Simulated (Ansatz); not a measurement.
C2H6SeSi can be A, `C=C([SiH3])[SeH]`, or B, `[SiH3]CC=[Se]`.

Computed with Ansatz on PBE0-D4/def2-TZVP structures; ΔE is electronic, products minus reactants. CBS: MP2 limit from def2 TZ/QZ plus the TZ coupled-cluster correction, frozen cores. DFT in def2-TZVPP. B3LYP here is the variant with VWN-RPA as its local correlation; programs differ in this. For Se outer-core shells are correlated without core-valence functions, which leaves a few kJ/mol of doubt a bond. Scalar relativity is left out up to krypton. One conformer a species, not always the lowest.

A:

Z-matrix (Å, degrees):
```
Si
C 1 1.863
H 1 1.487 2 109.4
H 1 1.486 2 110.2 3 -118.8
H 1 1.486 2 109.1 3 120.2
Se 2 1.908 1 117.4 3 56.8
C 2 1.332 1 122.7 3 -127.1
H 6 1.469 2 95.4 1 -22.5
H 7 1.085 2 120.4 1 0.5
H 7 1.087 2 123.1 1 -179.3
```

B:

```xyz
10

Si   -0.6679    1.1340    0.1807
C    -0.0373   -0.4599   -0.6497
C     0.7992   -1.1886    0.3068
Se    2.5525   -1.1149    0.4283
H     0.4863    2.0204    0.4610
H    -1.6246    1.8034   -0.7390
H    -1.3609    0.7900    1.4485
H     0.5206   -0.1583   -1.5388
H    -0.9256   -1.0343   -0.9344
H     0.2579   -1.7918    1.0367
```

Problem. Which isomer does CCSD(T)/CBS put lower? Give the gap. (Best estimate.)

Solution. The calculation gave: B, by 1.7 kcal/mol.

Problem. Give E(B) − E(A) in kcal/mol with CCSD(T)/def2-TZVPP, B2PLYP, MP2/def2-TZVPP, r2SCAN-D4, B3LYP-D4, HF/def2-TZVPP, PBE0-D4. (An estimate is asked.)

Solution. Computed: CCSD(T)/def2-TZVPP -1.2, B2PLYP -2.1, MP2/def2-TZVPP -2.1, r2SCAN-D4 -1.7, B3LYP-D4 -1.0, HF/def2-TZVPP 0.6, PBE0-D4 -1.5. The order is the other way round with HF/def2-TZVPP.

Largest T1 diagnostic: 0.016.

In def2-TZVPP, CCSD(T) changes the Hartree–Fock value by −1.8 kcal/mol (the triples alone add −0.7 kcal/mol) and MP2 by −2.7 kcal/mol.
